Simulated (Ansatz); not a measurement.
Mulliken charges of `[F][Zr]([F])([SeH])[SeH]` from B3LYP/def2-TZVPP in Ansatz (PBE0-D4/def2-TZVP geometry).

```
atom   x (Å)   y (Å)   z (Å)  charge (e)
  F1   0.581  -2.226  -0.519      -0.366
 Zr2   0.138  -0.502   0.106       1.052
  F3   1.107  -0.071   1.670      -0.367
 Se4  -2.390  -0.338   0.479      -0.213
 Se5   0.638   1.262  -1.695      -0.231
  H6  -2.092   0.782   1.392       0.071
  H7   2.078   1.025  -1.478       0.055
```

Problem. By hand: the dipole of these point charges (1 e Å = 4.8032 D).

Solution. Σ q r = (-0.146, 0.205, -0.004) e Å, of length 0.252 e Å = 1.21 D.

Problem. How does the dipole of the full density compare? (An estimate is asked.)

Solution. The calculation gave: (-0.008, 0.054, 0.099) e Å, 0.54 D; the point charges give 2.24 times that, at 65° from its direction.

Point charges leave out the atoms' own dipoles, such as those of lone pairs, and Mulliken's split depends on the basis, so the two needn't agree.

B3LYP here is the variant with VWN-RPA as its local correlation; programs differ in this.
